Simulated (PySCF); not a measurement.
C6H15N.
SMILES with atom numbers: `[CH3:1][CH2:2][CH2:3][CH2:4][N:5]([CH3:6])[CH3:7]` (hydrogens: H8, H9, H10 on C1; H11, H12 on C2; H13, H14 on C3; H15, H16 on C4; H17, H18, H19 on C6; H20, H21, H22 on C7)

A PySCF run (density fitting, gas phase, GFN2-xTB geometry) gave HOMO -6.12 eV, LUMO 0.80 eV, dipole 0.53 D and E = -291.859 Eh.

**Question.** Which of these levels was it?
A. PBE0/def2-SVPD
B. B97-D/STO-3G
C. PBE0/pcSseg-1

**Answer.** A. It is PBE0/def2-SVPD. All candidates on this geometry:

```json
{"level and settings": "PBE0/def2-SVPD", "kind": "global hybrid", "basis functions": "260", "SCF cycles": "12", "E (Eh)": "-291.8593", "HOMO (eV)": "-6.12", "LUMO (eV)": "0.80", "dipole (D)": "0.53"}
{"level and settings": "PBE0/pcSseg-1", "kind": "global hybrid", "basis functions": "194", "SCF cycles": "12", "E (Eh)": "-292.0115", "HOMO (eV)": "-6.06", "LUMO (eV)": "1.52", "dipole (D)": "0.54"}
{"level and settings": "B97-D/STO-3G", "kind": "GGA", "basis functions": "50", "SCF cycles": "11", "E (Eh)": "-288.7171", "HOMO (eV)": "-1.93", "LUMO (eV)": "7.78", "dipole (D)": "0.78"}
```

The nearest other candidate, by the summed differences of HOMO and LUMO, is PBE0/pcSseg-1: its HOMO differs by +0.06 eV and its LUMO by +0.72 eV. B97-D ran without the empirical dispersion term, which would shift the total energy alone. Cycle counts include a coarse-grid stage where the run had one.

Shape of the structure used: `[CH3:1][CH2:2][CH2:3][CH2:4][N:5]([CH3:6])[CH3:7]`: C1–C2–C3–C4 -178°, C2–C3–C4–N5 -168°, C3–C4–N5–C6 165°.
